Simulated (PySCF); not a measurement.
Run record: geometry optimisation, `[TeH2]`.

Method: PBE0-D3(BJ)/def2-SVP geometry optimisation, gas phase, def2 core potentials past Kr (PySCF 2.14.0). Start geometry: GFN2-xTB. The input is one job of a driver script: a line of settings, then coordinates in Å.

Input:
```
{"job": {"xc": "PBE0", "basis": "def2-SVP", "d3": "d3bj", "grid": 1, "maxiter": 30, "shake": 0.01, "kind": "geom"}, "charge": 0, "multiplicity": 1}
Te     0.025190     0.761640     0.001890
H     -1.140560    -0.397860    -0.012470
H      1.121380    -0.398720    -0.008610
```

Output:
```
step   0  E = -269.20496010  max force = 0.021204
step   1  E = -269.20651743  max force = 0.007198
step   2  E = -269.20672397  max force = 0.002140
step   3  E = -269.20674208  max force = 0.000165
step   4  E = -269.20674224  max force = 0.000041
optimisation converged
```

Energies in Eh; «max force» is the largest Cartesian gradient component in Eh/bohr.

Q: How much energy does the optimisation release, in kJ/mol?

A: E(step 0) − E(last step) = 0.001782 Eh, which is 4.7 kJ/mol.

Q: Give the first gradient maximum in eV/Å.

A: With 1 Eh/bohr = 51.422 eV/Å, 1.090 eV/Å.

Main results: final energy -269.20674 Eh after 4 steps; dipole 0.35 D.

Q: Give the final coordinates.

A: 0.042 Å rms from the input after alignment:
```
atom  x, y, z in Å
Te1    0.0631    0.7051    0.0645
H2    -1.1539   -0.4285    0.0449
H3     1.2021   -0.5072    0.0410
```

Time: 2.7 s wall; peak memory 0.25 GiB. Hardware: an Arm Neoverse V1 with one thread, shared host with 32 logical CPUs at a one-minute load of 8.2.
Labels such as C1 count atoms from 1, the log's own numbers from 0.
